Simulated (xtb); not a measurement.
F₆W, triplet, geometry from GFN2-xTB (such geometries of metal compounds can be far from the true shape) (the multiplicity is a formal guess). Base run: GFN0-xTB run with xtb.

Geometry (Å):
```xyz
7

W      0.0000     0.0000     0.0000
F      1.0780    -0.7149    -1.5325
F     -1.0780     0.7149     1.5325
F     -1.1407     0.7659    -1.1597
F     -0.8025    -1.7947    -0.3959
F      0.8025     1.7947     0.3959
F      1.1407    -0.7659     1.1597
```
Charge 0, spin multiplicity 3.
All else is at xtb's defaults.
Base energy -26.03851 Eh.

Each row names what was changed in the base input (with any setting that the change needs).

| change | ΔE vs base (mEh) |
|---|---|
| base | 0.000 |
| acc = 0.1 | 0.000 |
| file = coord | 0.000 |
| etemp = 1000 | -7.068 |
| acc = 1000 | 0.000 |
| etemp = 10000 | -165.0 |
